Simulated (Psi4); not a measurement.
C2H5Si, doublet, at a GFN2-xTB geometry, atoms displaced at random by about 0.1 Å a coordinate. Base run: Psi4 with PBE0/3-21G.

The Psi4 input:
```
memory 2 GB

molecule mol {
0 2
C     1.637966    0.017890   -0.393940
Si   -0.122771   -0.364952    0.543055
C    -1.506735    0.330150   -0.361758
H     2.425613   -0.632163    0.146660
H     1.896892    1.302103   -0.352955
H    -1.364905    1.090709   -0.915835
H    -1.797823   -0.599518   -1.094811
H    -2.396421    0.632023    0.098585
}

set {
  basis 3-21g
  reference uks
}

optimize('pbe0')
print_variables()
```

The base run was repeated with changes; each row names its change, and settings that it needs were set with it.

| change | ΔE vs base (kcal/mol) | optimiser steps | core-seconds (rough) | outcome |
|---|---|---|---|---|
| base | 0.000 | 17 | 200 | converged |
| g_convergence = turbomole | 0.000 | 18 | 200 | converged |
| hess_update = powell | 0.000 | 18 | 200 | converged |
| intrafrag_hess = fischer | 0.000 | 18 | 200 | converged |
| step_type = nr | - | - | - | cut at the time limit |

Open shells are given as the SCF converged; they aren't shown to be the lowest states, and a large step between rows can be another state.
